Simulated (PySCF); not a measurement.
## Calculated data, CH$_{6}$N$_{2}$Si

All values are calculated (PySCF 2.14.0). Calculation on a computer-drawn molecule: the log of a Hartree-Fock and frozen-core CCSD(T) single point meant for a local Hartree-Fock minimum, with one planted fault or none, to be diagnosed. Offsets are logged minus clean, where the clean run is the same molecule without the fault. The reference is restricted for singlets and unrestricted otherwise, and also for a bond in bohr or an excited solution. Adding or removing an electron swaps singlet and doublet. The excited solution moves the top pair (singlet) or top alpha electron (doublet) to the lowest empty orbital. Highest occupied and lowest empty are orbital energies over both spins, largest force is the largest gradient component, triples share is (T) over the correlation energy, the T1 limit is 0.02 restricted and 0.045 unrestricted, electrons count all cores, a negative frequency is imaginary (commonest isotopes), and the dipole is about the centre of nuclear charge.

```yaml
- formula: CH6N2Si
  logged_structure:
    atoms_angstrom:
      - ["N", -0.1442, 1.174, -1.5891]
      - [C, 0.8878, 0.1442, -1.4972]
      - [Si, 2.0326, 0.4209, 0.0253]
      - ["N", 2.9031, -1.0437, -0.0542]
      - [H, 0.2709, 2.0879, -1.6613]
      - [H, -0.6981, 1.0547, -2.4203]
      - [H, 1.5126, 0.0478, -2.403]
      - [H, 0.3964, -0.8281, -1.3662]
      - [H, 3.6264, -1.2618, 0.6045]
      - [H, 2.7763, -1.7863, -0.7181]
  given:
    meant_charge: 0
    meant_multiplicity: 1
    meant_basis: "cc-pV(D+d)Z"
    logged_electrons: 40
    logged_basis_functions: 30
    logged_SCF_converged: "yes"
    logged_spin_squared: 0.0
    "logged_highest_occupied [eV]": -5.8592
    "logged_lowest_empty [eV]": 7.3583
    "logged_largest_force [hartree/bohr]": 0.029575
    logged_T1_diagnostic: 0.016689
    logged_D1_diagnostic: 0.077062
    logged_triples_share: 0.016338
    logged_CC_converged: "yes"
    "logged_dipole_magnitude [debye]": 1.8335
    logged_SCF_stable_within_its_kind: "yes"
    "logged_energy_HF [hartree]": -433.94618
    "logged_energy_CCSD(T) [hartree]": -434.1744
    possible_faults: "no fault, one electron removed, one electron added, multiplicity raised by two, geometry at a saddle point, SCF held on an excited solution, minimal basis STO-3G, one bond length entered in bohr, all coordinates scaled"
    drawn_bonds_atom: [1, 2, 3, 1, 1, 2, 2, 4, 4]
    drawn_bonds_other_atom: [2, 3, 4, 5, 6, 7, 8, 9, 10]
    drawn_bonds_order: [1, 1, 1, 1, 1, 1, 1, 1, 1]
  results: {}
```

## Withheld values
1. Give the missing planted fault for CH$_{6}$N$_{2}$Si.

Answers
1. minimal basis STO-3G

Further results for CH$_{6}$N$_{2}$Si:

```
HF energy offset from clean run      : 3286 kcal/mol
CCSD(T) energy offset from clean run : 3542 kcal/mol
```
